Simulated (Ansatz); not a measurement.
Consider the isomerisation: `O[SiH]1CCO1` → `[SiH3]OC1CO1`.

Isolated molecules relaxed with PBE0-D4/def2-TZVP in Ansatz; ΔE leaves out vibrations. CCSD(T)/CBS is the MP2 limit (def2-TZVPP, def2-QZVPP) plus CCSD(T) − MP2 in def2-TZVPP, frozen cores. Functionals use def2-TZVPP. Each species was taken in one conformer, which may not be the lowest.

`O[SiH]1CCO1`:

```xyz
11

O     1.636   -1.123   -1.254
Si    0.610   -0.885   -0.005
C    -1.012    0.019   -0.241
C    -0.371    1.024    0.738
O     0.939    0.438    0.946
H     1.857   -0.369   -1.803
H     0.620   -2.187    0.698
H    -1.914   -0.465    0.132
H    -1.210    0.427   -1.232
H    -0.897    1.090    1.693
H    -0.257    2.031    0.328
```

`[SiH3]OC1CO1`:

Cartesian coordinates in Å:
```
Si 0.067 -1.724 -0.085
O 0.454 -0.353 -0.940
C -0.103 0.867 -0.671
C 0.160 1.572 0.576
O -1.089 0.909 0.327
H 0.940 -2.765 -0.674
H 0.376 -1.573 1.361
H -1.359 -2.092 -0.254
H -0.338 1.415 -1.580
H 0.102 2.656 0.624
H 0.791 1.091 1.318
```

CCSD(T)/CBS gives +2.71 eV.

**Question.** Another level gave +2.64 eV. Which?
A. PBE-D4/def2-TZVPP
B. HF/def2-TZVPP
C. SCS-MP2/def2-TZVPP
D. r2SCAN/def2-TZVPP

**Answer.** C. SCS-MP2/def2-TZVPP 2.64, r2SCAN 2.59, PBE-D4 2.50, HF/def2-TZVPP 2.54 eV.

Largest T1 diagnostic among the species: 0.012.

In def2-TZVPP, CCSD(T) changes the Hartree–Fock value by +0.09 eV (the triples alone add −0.02 eV) and MP2 by +0.20 eV. From PBE to PBE0 (25 % exact exchange), in def2-TZVPP and without D4, ΔE moves by +0.10 eV.
